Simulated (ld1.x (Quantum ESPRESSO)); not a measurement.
# Configuration tests for promethium (Pm) (TM)

ld1.x (Quantum ESPRESSO) 7.5 input, shortened:

```
&input
   title='Pm', zed=61., rel=1, dft='PBE', iswitch=3,
   config='[Xe] 4f5 5d0 6s2 6p0'
 /
 &inputp
   pseudotype=2, tm=.true., lloc=0,
   nlcc=.true.
 /
4
5P  2  1   6.00   0.00  2.40  2.40  0.0
5D  3  2   0.00   0.00  2.25  2.25  0.0
4F  4  3   5.00   0.00  1.50  1.50  0.0
6S  1  0   2.00   0.00  2.85  2.85  0.0
 &test
   configts(1)='4f5 5p6 5d0 6s2 6p0'
 /
```

Energies are relative to the spin-unpolarised reference configuration 4f5 5p6 5d0 6s2 6p0; without spin polarisation the order of configurations can differ from experiment. Not all tests gave a result: 3 of 7 tests not solved or not reliable. Left out of the table: 4f4 5p6 5d0 6s0 6p0 (solver errors, printed error -767 meV); 4f5 5p6 5d0 6s0 6p1 (solver errors, printed error -451 meV); 4f6 5p6 5d0 6s0 6p0 (solver errors, printed error -637 meV).

(1) Give the all-electron excitation energy and the error of the potential for: 4f5 5p6 5d0 6s1 6p0; 4f5 5p6 5d0 6s0 6p0; 4f4 5p6 5d1 6s2 6p0; 4f5 5p6 5d0 6s0 6p2.

Levels in the configuration 4f5 5p6 5d0 6s1 6p0:

```json
{"level": "4f", "all-electron (eV)": "-8.152", "pseudo (eV)": "-8.060"}
{"level": "5p", "all-electron (eV)": "-28.723", "pseudo (eV)": "-28.668"}
{"level": "6s", "all-electron (eV)": "-8.310", "pseudo (eV)": "-8.307"}
```

Answers

(1)

| valence configuration | charge | ΔE all-electron (eV) | error AE − PS (meV) |
| --- | --- | --- | --- |
| 4f5 5p6 5d0 6s1 6p0 | +1 | 5.873 | +0.4 |
| 4f5 5p6 5d0 6s0 6p0 | +2 | 16.813 | -18 |
| 4f4 5p6 5d1 6s2 6p0 | 0 | 2.436 | -528 |
| 4f5 5p6 5d0 6s0 6p2 | 0 | 4.886 | -585 |
